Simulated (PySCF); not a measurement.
3-ethoxypropionic acid, C5H10O3.
SMILES with atom numbers: `[CH3:1][CH2:2][O:3][CH2:4][CH2:5][C:6](=[O:7])[OH:8]` (hydrogens: H9, H10, H11 on C1; H12, H13 on C2; H14, H15 on C4; H16, H17 on C5; H18 on O8)

Method: PBE0-D3(BJ)/def2-SVP geometry optimisation, gas phase (PySCF).

Q: Give the optimised bond lengths and angles.

A: 
| bond | length (Å) | order |
| --- | --- | --- |
| C1–C2 | 1.518 | single |
| C2–O3 | 1.403 | single |
| O3–C4 | 1.397 | single |
| C4–C5 | 1.511 | single |
| C5–C6 | 1.500 | single |
| C6=O7 | 1.204 | double |
| C6–O8 | 1.339 | single |
| C1–H9, C1–H10, C1–H11 | 1.101 | single |
| C2–H12, C2–H13 | 1.106 | single |
| C4–H14, C4–H15 | 1.108 | single |
| C5–H16, C5–H17 | 1.102 | single |
| O8–H18 | 0.970 | single |

Bonds in one row agree within 0.01 Å and their mean is given. Orders are formal, as drawn. A selection of angles:
| angle | degrees |
| --- | --- |
| C2–C1–H9 | 112.3 |
| C2–C1–H10 | 110.2 |
| H9–C1–H10 | 107.4 |
| C1–C2–O3 | 114.0 |
| C1–C2–H12 | 109.7 |
| O3–C2–H12 | 105.7 |
| O3–C2–H13 | 110.0 |
| H12–C2–H13 | 107.0 |
| C2–O3–C4 | 114.9 |
| O3–C4–C5 | 107.8 |
| O3–C4–H14 | 112.4 |
| C5–C4–H14 | 109.3 |
| H14–C4–H15 | 106.3 |
| C4–C5–C6 | 112.6 |
| C4–C5–H16 | 110.1 |
| C4–C5–H17 | 110.9 |
| C6–C5–H16 | 108.4 |
| C6–C5–H17 | 109.1 |
| H16–C5–H17 | 105.4 |
| C5–C6–O7 | 125.3 |
| C5–C6–O8 | 112.1 |
| O7–C6–O8 | 122.6 |
| C6–O8–H18 | 106.3 |

Torsions: C1–C2–O3–C4 73° (synclinal); C2–O3–C4–C5 175° (antiperiplanar); O3–C4–C5–C6 179° (antiperiplanar); C4–C5–C6–O7 -4° (synperiplanar); H18–O8–C6–C5 179° (antiperiplanar). The mirror-image conformer, all signs reversed, is as good.

Of the pairs four or more bonds apart, H9···H14 is among the closest relative to their van der Waals radii: 2.30 Å, 96 % of the sum of Bondi's values. O3 (ether oxygen) is bent (angle 114.9°). O8 (acid hydroxyl oxygen) is bent (angle 106.3°). The 4 C–O bonds span 1.204 Å (C6=O7, drawn double) to 1.403 Å (C2–O3, drawn single), a spread of 0.199 Å.

Point group: C1 (no symmetry element, even within 0.4 Å). No frequency check. The numbers are those of one conformer (C1–C2–O3–C4 73°, C2–O3–C4–C5 175°, O3–C4–C5–C6 179°, C4–C5–C6–O7 -4°, C5–C6–O8–H 179°).
